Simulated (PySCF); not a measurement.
Correlation energy of N²⁺ (nitrogen, charge +2)

[He] 2s1 2p1 3d1, one real determinant (an excited configuration). Computed with PySCF 2.14 in aug-cc-pCVQZ-DK (9s8p6d4f2g, 109 functions), with the spin-free X2C one-electron Hamiltonian (Gaussian nucleus). Frozen: nothing; 5 electrons correlated.

MP2 pair energies summed by pair of shells (mhartree):

| pair | energy | share (%) |
| --- | --- | --- |
| 1s-1s | -40.00 | 66.5 |
| 1s-2p | -5.20 | 8.6 |
| 1s-2s | -4.50 | 7.5 |
| 2s-2p | -4.18 | 6.9 |
| 2s-3d | -3.89 | 6.5 |
| 2p-3d | -2.25 | 3.7 |
| 1s-3d | -0.14 | 0.2 |

Total MP2 correlation energy: -60.17 mhartree.

Same-spin part -13.37 and opposite-spin part -46.79 mhartree; SCS-MP2 scales them by 1/3 and 6/5 to -60.61 mhartree.

The reference is one real determinant that mixes LS terms of this configuration.
